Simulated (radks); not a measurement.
The numbers below are computed, except where a source is named.
Q: All-electron atom: Pm2+ in [Kr] 4d10 4f5 5s2 5p5 5f1 (not the ground configuration). Level of theory: Dirac Kohn-Sham, LDA (Slater exchange, Perdew-Wang correlation), spin-unpolarised, spherical densities, point nucleus; open shells fill j = l - 1/2 first (a radial shooting solver on a logarithmic mesh with Libxc functionals).

Spin-orbit splittings of the eigenvalues, e(l+1/2) - e(l-1/2), with zeta = 2 splitting/(2l+1) and mean radii in bohr:

| shell | occ. | splitting (eV) | zeta (eV) | <r> j=l-1/2 | <r> j=l+1/2 |
|---|---|---|---|---|---|
| 2p | 6 | ? | ? | 0.08247 | 0.08899 |
| 3p | 6 | 112.5 | 74.99 | 0.2500 | 0.2626 |
| 3d | 10 | 24.40 | 9.762 | 0.2340 | 0.2379 |
| 4p | 6 | 24.66 | 16.44 | 0.6086 | 0.6376 |
| 4d | 10 | 4.377 | 1.751 | 0.6834 | 0.6938 |
| 4f | 5 | 0.4891 | 0.1397 | 0.9878 | 1.000 |
| 5p | 5 | 3.550 | 2.367 | 1.583 | 1.665 |
| 5d | 0 | 0.3462 | 0.1385 | 2.318 | 2.354 |
| 5f | 1 | 0.01203 | 0.003436 | 5.674 | 5.689 |
| 6p | 0 | 0.5648 | 0.3766 | 3.998 | 4.166 |
| 6f | 0 | 0.007656 | 0.002187 | 10.12 | 10.15 |

Estimate the 2p splitting.

A: 559.6 eV (zeta = 373.1 eV).
